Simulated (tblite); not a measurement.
Species: C7H13PS.
SMILES with atom numbers: `[CH2:1]=[CH:2][C@@H:3]1[C@@H:4]([CH3:5])[CH2:6][P@@:7]1([CH3:8])=[S:9]` (hydrogens: H10, H11 on C1; H12 on C2; H13 on C3; H14 on C4; H15, H16, H17 on C5; H18, H19 on C6; H20, H21, H22 on C8)

Cartesian coordinates in Å at the GFN2-xTB level; atoms count from 1:
```xyz
22
C7H13PS angstrom
C      1.9743   -1.0132    1.9471
C      0.7966   -0.7023    1.4310
C      0.6143    0.1358    0.2258
C     -0.6685    0.9923    0.1121
C     -0.5004    2.4384    0.5425
C     -0.9343    0.7903   -1.3943
P      0.1843   -0.6954   -1.4139
C     -0.8622   -2.1487   -1.0123
S      1.5017   -0.9821   -2.8025
H      2.8930   -0.6525    1.5152
H      2.0665   -1.6455    2.8133
H     -0.1116   -1.0863    1.8797
H      1.5064    0.7428    0.0355
H     -1.4687    0.5328    0.6989
H     -0.2335    2.4902    1.5961
H     -1.4263    2.9899    0.3914
H      0.2852    2.9187   -0.0369
H     -1.9733    0.6565   -1.6896
H     -0.4927    1.5871   -1.9955
H     -0.2092   -2.9366   -0.6379
H     -1.6192   -1.9026   -0.2724
H     -1.3327   -2.4900   -1.9342
```

All values are computed: GFN2-xTB (tblite) harmonic vibrations without scaling, gas phase. Against measured fundamentals such values can be off by several per cent, at times by over 20. One conformer, not necessarily the lowest.

Harmonic wavenumbers (cm⁻¹): 46.3, 58.9, 108.4, 140.5, 163.4, 191.8, 197.9, 206.2, 242.6, 261.2, 328.9, 384.6, 452.6, 469.7, 583.9, 657.7, 720.4, 730.3, 768.1, 797.7, 839.0, 864.7, 884.7, 891.5, 935.2, 975.6, 981.6, 1013.2, 1071.5, 1102.7, 1122.6, 1139.4, 1169.2, 1180.5, 1220.6, 1279.7, 1293.9, 1305.5, 1326.5, 1407.7, 1412.2, 1412.8, 1423.6, 1428.7, 1493.5, 1497.3, 1692.8, 2917.4, 2943.5, 2972.4, 2993.0, 2994.7, 2997.5, 3019.2, 3029.0, 3032.3, 3036.4, 3042.9, 3104.8, 3132.6.

A = 1370, B = 939.6, C = 744.3 MHz; mass 160.048 u (most abundant isotopes); point group C1, symmetry number 1.

Task: Zero-point energy?

Result: ½Σν̃ = 39546 cm⁻¹ = 113.07 kcal/mol.

Task: What is S at 298.15 K and 1 bar for an ideal gas of classical rigid rotors and harmonic oscillators?

Result: Translation 41.15, rotation 30.20, vibration 35.23: S = 106.6 cal/(mol K).

Task: And Cp and H(298.15 K) − H(0)?

Result: Cp = 44.18 cal/(mol K), of which vibrations give 36.23 (their classical limit is 60 R = 119.2); H(298.15 K) − H(0) = 7.92 kcal/mol without the zero-point energy, 5.55 from vibrations.

Task: Blend soft modes into free rotors: weight 1/[1 + (100 cm⁻¹/ν̃)⁴] for the oscillator and the rest for a rotor with moment μB/(μ + B), μ = h/(8π²ν), B = 10⁻⁴⁴ kg m². What vibrational entropy results?

Result: 32.68 cal/(mol K) in place of 35.23, which changes −T·S at 298.15 K by +0.76 kcal/mol.

Task: What must be added to the electronic energy to get the Gibbs energy at 298.15 K and 1 bar?

Result: ZPE + [H(298.15 K) − H(0)] − T·S = 113.07 + 7.92 − 31.78 = 89.21 kcal/mol.

Task: How do the functions run with temperature in this model?

Result: 
```tsv
T (K)	S (cal/(mol K))	Cp (cal/(mol K))	H − H(0) (kcal/mol)	G − H(0) (kcal/mol)	ln q(vib)
150	82.8	27.4	2.65	-9.77	3.61
250	99.3	38.5	5.93	-18.89	6.83
400	121.2	55.8	13.03	-35.46	11.53
600	147.4	73.6	26.08	-62.38	17.62
900	180.8	90.7	50.94	-111.78	26.18
```

q(vib) and H(0) count from the zero-point level.

Hindered rotation and anharmonicity are outside this model. Other conformers, if any are populated, would add a mixing term that is left out. The structure is chiral; the term R ln 2 for an equal mix with its mirror image is left out.
